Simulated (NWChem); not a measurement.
System: C$_{5}$H$_{7}$O, doublet; SMILES C1[CH]CCC1=O

Here is an NWChem input.

```
start job
memory heap 200 mb stack 900 mb global 1100 mb
geometry units angstroms
  O      0.830118     1.805152     0.394410
  C      0.353520     0.733570     0.132486
  C      1.096770    -0.586460     0.123480
  C      0.070166    -1.607387    -0.150767
  C     -1.289013    -1.031899    -0.275743
  C     -1.089970     0.485135    -0.255746
  H      1.617460    -0.730157     1.079737
  H      1.890352    -0.549993    -0.635437
  H      0.269113    -2.660308    -0.184684
  H     -1.931603    -1.355135     0.555543
  H     -1.790785    -1.370518    -1.189363
  H     -1.245340     0.927064    -1.242068
  H     -1.755694     1.001288     0.435370
end
basis spherical
  * library 6-31g*
end
dft
  odft
  mult 2
  xc b3lyp
  iterations 150
end
driver
  maxiter 120
end
task dft optimize
task dft freq
```

Excerpt of the output:

```
             Northwest Computational Chemistry Package (NWChem) 7.3.0
             --------------------------------------------------------

 C1  symmetry detected

                             Geometry "geometry" -> ""
                             -------------------------

 Output coordinates in angstroms (scale by  1.889725989 to convert to a.u.)

  No.       Tag          Charge          X              Y              Z
 ---- ---------------- ---------- -------------- -------------- --------------
    1 O                    8.0000    -0.05249205     2.08635759     0.05578057
    2 C                    6.0000    -0.00717422     0.88715800    -0.00670498
    3 C                    6.0000     1.25522704     0.05014629    -0.03382217
    4 C                    6.0000     0.79326417    -1.34888754    -0.00710598
    5 C                    6.0000    -0.68118631    -1.46229177     0.07838232
    6 C                    6.0000    -1.20734178    -0.03464405    -0.08407558
    7 H                    1.0000     1.90088169     0.31779773     0.81334200
    8 H                    1.0000     1.83685888     0.30111936    -0.93147142
    9 H                    1.0000     1.45143349    -2.19469535     0.02109343
   10 H                    1.0000    -0.98822916    -1.88690484     1.04475091
   11 H                    1.0000    -1.08121114    -2.13917704    -0.68512665
   12 H                    1.0000    -1.67479976     0.11622638    -1.05926444
   13 H                    1.0000    -1.94173098     0.24588747     0.67038997

 Effective nuclear repulsion energy (a.u.)     226.4571628656

                                Z-matrix (autoz)
                                --------

 Units are Angstrom for bonds and degrees for angles

      Type          Name      I     J     K     L     M      Value
      ----------- --------  ----- ----- ----- ----- ----- ----------
    1 Stretch                  1     2                       1.20168
    2 Stretch                  2     3                       1.51492
    3 Stretch                  2     6                       1.51529
    4 Stretch                  3     4                       1.47357
    5 Stretch                  3     7                       1.09827
    6 Stretch                  3     8                       1.09866
    7 Stretch                  4     5                       1.48127
    8 Stretch                  4     9                       1.07209
    9 Stretch                  5     6                       1.53017
   10 Stretch                  5    10                       1.09929
   11 Stretch                  5    11                       1.09597
   12 Stretch                  6    12                       1.09191
   13 Stretch                  6    13                       1.08961
   14 Bend                     1     2     3               125.71318
   15 Bend                     1     2     6               125.44088
   16 Bend                     2     3     4               105.24798
   17 Bend                     2     3     7               109.96431
   18 Bend                     2     3     8               109.24254
   19 Bend                     2     6     5               106.84650
   20 Bend                     2     6    12               107.49524
   21 Bend                     2     6    13               109.98974
   22 Bend                     3     2     6               108.84379
   23 Bend                     3     4     5               112.69257
   24 Bend                     3     4     9               123.85156
   25 Bend                     4     3     7               113.68394
   26 Bend                     4     3     8               113.43193
   27 Bend                     4     5     6               105.34998
   28 Bend                     4     5    10               110.99762
   29 Bend                     4     5    11               111.73994
   30 Bend                     5     4     9               123.30993
   31 Bend                     5     6    12               111.77372
   32 Bend                     5     6    13               113.48155
   33 Bend                     6     5    10               110.95731
   34 Bend                     6     5    11               112.13352
   35 Bend                     7     3     8               105.26818
   36 Bend                    10     5    11               105.77791
   37 Bend                    12     6    13               107.11463
   38 Torsion                  1     2     3     4         175.70966
   39 Torsion                  1     2     3     7          52.89034
   40 Torsion                  1     2     3     8         -62.16908
   41 Torsion                  1     2     6     5        -171.15242
   42 Torsion                  1     2     6    12          68.72718
   43 Torsion                  1     2     6    13         -47.56834
   44 Torsion                  2     3     4     5          -1.80535
   45 Torsion                  2     3     4     9        -177.53529
   46 Torsion                  2     6     5     4         -10.06734
   47 Torsion                  2     6     5    10         110.13441
   48 Torsion                  2     6     5    11        -131.82351
   49 Torsion                  3     2     6     5           9.35596
   50 Torsion                  3     2     6    12        -110.76445
   51 Torsion                  3     2     6    13         132.94004
   52 Torsion                  3     4     5     6           7.50439
   53 Torsion                  3     4     5    10        -112.67078
   54 Torsion                  3     4     5    11         129.51538
   55 Torsion                  4     3     2     6          -4.80044
   56 Torsion                  4     5     6    12         107.26748
   57 Torsion                  4     5     6    13        -131.46512
   58 Torsion                  5     4     3     7         118.59306
   59 Torsion                  5     4     3     8        -121.17466
   60 Torsion                  6     2     3     7        -127.61976
   61 Torsion                  6     2     3     8         117.32081
   62 Torsion                  6     5     4     9        -176.73890
   63 Torsion                  7     3     4     9         -57.13687
   64 Torsion                  8     3     4     9          63.09540
   65 Torsion                  9     4     5    10          63.08592
   66 Torsion                  9     4     5    11         -54.72791
   67 Torsion                 10     5     6    12        -132.53077
   68 Torsion                 10     5     6    13         -11.26337
   69 Torsion                 11     5     6    12         -14.48869
   70 Torsion                 11     5     6    13         106.77871

                           NWChem Geometry Optimization
                           ----------------------------

 maximum gradient threshold         (gmax) =   0.000450
 rms gradient threshold             (grms) =   0.000300
 maximum cartesian step threshold   (xmax) =   0.001800
 rms cartesian step threshold       (xrms) =   0.001200
 fixed trust radius                (trust) =   0.300000
 source of zmatrix                         =   autoz

          -------------------
          Energy Minimization
          -------------------

 Using diagonal initial Hessian
 Scaling for Hessian diagonals: bonds = 1.00  angles = 0.25  torsions = 0.10

          --------
          Step   0

                                 NWChem DFT Module
                                 -----------------

 Summary of "ao basis" -> "ao basis" (spherical)
 ------------------------------------------------------------------------------
       Tag                 Description            Shells   Functions and Types
 ---------------- ------------------------------  ------  ---------------------
 O                           6-31g*                  6       14   3s2p1d
 C                           6-31g*                  6       14   3s2p1d
 H                           6-31g*                  2        2   2s

            General Information
            -------------------
          SCF calculation type: DFT
          Wavefunction type:  spin polarized.
          No. of atoms     :    13
          No. of electrons :    45
           Alpha electrons :    23
            Beta electrons :    22
          Charge           :     0
          Spin multiplicity:     2
          Use of symmetry is: off; symmetry adaption is: off
          Maximum number of iterations: 150
          AO basis - number of functions:    98
                     number of shells:    50
          Convergence on energy requested:  1.00D-06
          Convergence on density requested:  1.00D-05
          Convergence on gradient requested:  5.00D-04

              XC Information
              --------------
                         B3LYP Method XC Potential
                     Hartree-Fock (Exact) Exchange  0.200
                        Slater Exchange Functional  0.800 local
                    Becke 1988 Exchange Functional  0.720 non-local
              Lee-Yang-Parr Correlation Functional  0.810
                  VWN I RPA Correlation Functional  0.190 local

             Grid Information
             ----------------
          Grid used for XC integration:  medium
          Radial quadrature: Mura-Knowles
          Angular quadrature: Lebedev.
          Tag              B.-S. Rad. Rad. Pts. Rad. Cut. Ang. Pts.
          ---              ---------- --------- --------- ---------
          O                   0.60       49          11.0       434
          C                   0.70       49           9.0       434
          H                   0.35       45          10.0       434
          Grid pruning is: on
          Number of quadrature shells:   609
          Spatial weights used:  Erf1

      Superposition of Atomic Density Guess
      -------------------------------------

 Sum of atomic energies:        -266.54325075

      Non-variational initial energy
      ------------------------------

 Total energy =    -270.403228
 1-e energy   =    -808.603031
 2-e energy   =     311.742640
 HOMO         =      -0.101846
 LUMO         =       0.002399

[...]

      ----------------------
      Optimization converged
      ----------------------

  Step       Energy      Delta E   Gmax     Grms     Xrms     Xmax
  ---- ---------------- -------- -------- -------- -------- --------
@    4    -269.90243828 -2.5D-06  0.00016  0.00004  0.00071  0.00135
                                     ok       ok       ok       ok

                                Z-matrix (autoz)
                                --------

 Units are Angstrom for bonds and degrees for angles

[...]

 Rotational Constants
 --------------------
 A=   0.226061 cm-1  (  0.325244 K)
 B=   0.114753 cm-1  (  0.165100 K)
 C=   0.079674 cm-1  (  0.114630 K)

 Temperature                      =   298.15K
 frequency scaling parameter      =   1.0000

 Zero-Point correction to Energy  =   66.699 kcal/mol  (  0.106291 au)
 Thermal correction to Energy     =   70.575 kcal/mol  (  0.112469 au)
 Thermal correction to Enthalpy   =   71.168 kcal/mol  (  0.113413 au)

 Total Entropy                    =   82.644 cal/mol-K
   - Translational                =   39.147 cal/mol-K (mol. weight =  83.0497)
   - Rotational                   =   26.148 cal/mol-K (symmetry #  =        1)
   - Vibrational                  =   17.350 cal/mol-K

 Cv (constant volume heat capacity) =   21.275 cal/mol-K
   - Translational                  =    2.979 cal/mol-K
   - Rotational                     =    2.979 cal/mol-K
   - Vibrational                    =   15.316 cal/mol-K

[normal modes left out]

 ----------------------------------------------------------------------------
 Normal Eigenvalue ||           Projected Infra Red Intensities
  Mode   [cm**-1]  || [atomic units] [(debye/angs)**2] [(KM/mol)] [arbitrary]
 ------ ---------- || -------------- ----------------- ---------- -----------
    1       -0.000 ||    0.000001           0.000         0.001       0.001
    2       -0.000 ||    0.001996           0.046         1.945       1.416
    3        0.000 ||    0.001032           0.024         1.006       0.732
    4        0.000 ||    0.000495           0.011         0.483       0.351
    5        0.000 ||    0.000149           0.003         0.145       0.106
    6        0.000 ||    0.000053           0.001         0.051       0.037
    7        6.337 ||    0.002397           0.055         2.337       1.701
    8       88.894 ||    0.004851           0.112         4.729       3.441
    9      369.396 ||    0.023935           0.552        23.333      16.978
   10      455.690 ||    0.003874           0.089         3.777       2.748
   11      462.332 ||    0.008039           0.185         7.836       5.702
   12      610.621 ||    0.002510           0.058         2.447       1.781
   13      689.508 ||    0.001739           0.040         1.695       1.233
   14      734.870 ||    0.003246           0.075         3.165       2.303
   15      780.921 ||    0.002628           0.061         2.562       1.864
   16      879.416 ||    0.000723           0.017         0.705       0.513
   17      913.220 ||    0.000741           0.017         0.723       0.526
   18      964.112 ||    0.001951           0.045         1.901       1.384
   19      990.917 ||    0.007769           0.179         7.574       5.511
   20     1073.538 ||    0.001879           0.043         1.832       1.333
   21     1099.374 ||    0.000196           0.005         0.191       0.139
   22     1155.271 ||    0.083917           1.936        81.807      59.527
   23     1173.039 ||    0.000550           0.013         0.536       0.390
   24     1241.172 ||    0.000118           0.003         0.115       0.083
   25     1267.042 ||    0.000060           0.001         0.058       0.042
   26     1289.630 ||    0.011806           0.272        11.509       8.374
   27     1347.887 ||    0.000295           0.007         0.288       0.209
   28     1381.252 ||    0.011065           0.255        10.787       7.849
   29     1461.531 ||    0.007956           0.184         7.756       5.643
   30     1479.470 ||    0.004571           0.105         4.456       3.243
   31     1512.323 ||    0.003626           0.084         3.535       2.572
   32     1848.358 ||    0.214105           4.940       208.720     151.875
   33     2983.598 ||    0.054211           1.251        52.847      38.454
   34     2986.306 ||    0.002222           0.051         2.166       1.576
   35     3000.136 ||    0.015077           0.348        14.698      10.695
   36     3026.675 ||    0.029006           0.669        28.276      20.575
   37     3064.745 ||    0.011437           0.264        11.150       8.113
   38     3115.743 ||    0.009930           0.229         9.680       7.044
   39     3225.502 ||    0.019644           0.453        19.150      13.935
 ----------------------------------------------------------------------------
```

Level: B3LYP/6-31G* (spherical d), spin-unrestricted.
